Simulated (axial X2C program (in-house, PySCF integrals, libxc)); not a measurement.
GeC: nuclear properties from DFT to coupled cluster

Computed with an axial X2C code built on PySCF integrals: two-component X2C with atomic mean-field Coulomb and Gaunt terms, Gaussian nuclei, basis Ge dyall-acv3z, C dyall-av3z with contracted cores.

R = 1.797 Å (near the PBE0 minimum at charge 0 of the determinant lowest at the starting distance; the state shown can have its own minimum elsewhere); state Ω = 2 (⟨Sz⟩ = 1.00, ⟨Lz⟩ = 1.00 at PBE0).

```
level  Eeff magnitude (GV/cm)  Ws magnitude Ge (kHz)  A∥/gI Ge (MHz)  qzz Ge (a.u.)  A∥/gI C (MHz)  μ (D)
 PBE0                   0.321                 0.0859             147          -2.15           79.1  -1.92
   HF                  0.0282                 0.0187             219          -2.98            108  -0.94
B3LYP                   0.391                  0.101             151          -2.01           86.4  -2.02
```

Eeff is the effective electric field on the electron electric dipole moment in this Ω state and Ws the scalar–pseudoscalar constant of the nucleus named (defined with the proton number Z and per Ω); A∥ (defined per Ω) follows by multiplying with gI = μI/(I μN); qzz is the electric field gradient, eQq0 = 234.96 MHz × Q/barn × qzz; μ is positive if the C end (last atom) is positive. The operators were transformed with the bare-nucleus X2C matrices; with these basis sets, hyperfine constants and field gradients can be off by tens of per cent, and where levels differ in sign neither size nor sign is settled.

Finite-field MP2, CCSD and CCSD(T), with 18 electrons correlated in 130 natural virtual spinors (MP2 remainder added):

| level | Eeff magnitude (GV/cm) | Ws magnitude Ge (kHz) | A∥/gI Ge (MHz) | qzz Ge (a.u.) | A∥/gI C (MHz) | μ (D) |
| --- | --- | --- | --- | --- | --- | --- |
| MP2 | 0.103 | 0.00455 | 183 | -2.39 | 73.3 | -1.95 |
| CCSD | 0.0885 | 0.0357 | 141 | -2.21 | 75.4 | -1.94 |
| CCSD(T) | 0.148 | 0.0487 | 129 | -2.06 | 75 | -2.00 |

T1 = 0.055 (Lee–Taylor), a sign of multireference character. One unrestricted determinant, the lowest of a limited PBE0 search, is the reference; the functionals treat spin collinearly. With several open shells it need not be a pure state. The sign of Eeff is opposite to CCSD(T) at MP2. Eeff spreads by more than a factor of two over the levels. Correlation of the inner shells is missing, which matters for properties at the nucleus. Number of frozen shells: Ge 3 s, 2 p; C 1 s.

By how much does correlation change each value, CCSD(T) against HF?

Eeff magnitude 425 %; Ws magnitude Ge 160 %; A∥/gI Ge -41 %; qzz Ge -31 %; A∥/gI C -31 %; μ 113 %.
